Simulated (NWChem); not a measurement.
System: PbHCl, singlet; SMILES [Cl][PbH]

NWChem input:

```
start job
memory heap 200 mb stack 900 mb global 1100 mb
geometry units angstroms noautoz
  Pb     0.039700     0.435246     0.000000
  H     -1.815097     0.605260     0.000000
  Cl    -0.012253    -2.054179     0.000000
end
basis spherical
  * library def2-svp
end
ecp
  Pb library def2-ecp
end
dft
  xc r2scan
  iterations 150
  mulliken
end
task dft energy
```

Low-valent species are run as closed-shell singlets; no triplet was tried in these runs. All runs use the structure optimised with PBE0/def2-SVP. def2 effective core potentials on Pb; no spin-orbit coupling.

Problem. What results follow from this input? (r2SCAN/def2-SVP with def2 effective core potentials on Pb.) Quantities: energy (Ha); highest occupied level (eV); orbital gap (eV); dipole (D).

Solution. 
```json
{
 "energy (Ha)": "-653.61",
 "highest occupied level (eV)": "-6.15",
 "orbital gap (eV)": "2.66",
 "dipole (D)": "3.64"
}
```
